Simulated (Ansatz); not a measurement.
Ideal-gas functions of ClH₅NSi₂ (`[SiH2]N[SiH2]Cl`) radical at 600 K and 1 bar, from an Ansatz frequency run at PBE0-D4/def2-TZVP.

Molar mass 110.67 g/mol, point group C1 (symmetry number 1), electronic degeneracy 2, moments of inertia 62.616, 335.139, 370.23 u Å². Harmonic wavenumbers (cm⁻¹, unscaled): 42, 109, 188, 250, 436, 532, 576, 639, 729, 751, 826, 884, 903, 937, 961, 1198, 2163, 2208, 2255, 2275, 3594.

Use S(trans) = R[1.5 ln M + 2.5 ln T − 1.1517]; rotational temperatures θ = 24.2544 K / I; S(rot) = R[ln(√π/σ · √(T³/θAθBθC)) + 1.5]; for each mode x = 1.438777 ν̃/T, S = R[x/(eˣ − 1) − ln(1 − e⁻ˣ)] and H = RT x/(eˣ − 1); 1 cm⁻¹ = 0.0119627 kJ/mol; R = 8.31446 J/(mol·K).

Task: By hand: the entropy, in J/(mol·K).

Result: Translation 182.1. Rotation: θ = 0.3874, 0.0724, 0.0655 K, giving 123.2. Vibration, mode by mode: 27.40, 19.49, 15.01, 12.69, 8.31, 6.83, 6.26, 5.53, 4.65, 4.46, 3.87, 3.47, 3.35, 3.14, 3.00, 1.92, 0.29, 0.26, 0.24, 0.23, 0.01, in all 130.4. Electronic 5.8. Sum 441.5 J/(mol·K).

Task: By hand: H − E and G − E in kJ/mol, counted from the electronic energy.

Result: Zero-point energy ½ × 22456 × 0.0119627 = 134.3; thermal vibration 38.4; translation, rotation and pV give 4 RT = 20.0. H − E = 192.7 kJ/mol, and G − E = 192.7 − 600 × 441.5/1000 = -72.2 kJ/mol.

Vibration gives 30 % of the entropy, 46.9 J/(mol·K) of it from the modes under 150 cm⁻¹: soft modes count most, and the harmonic formula is weakest for them. The sum counts one conformer and one mirror image; others add a mixing term.
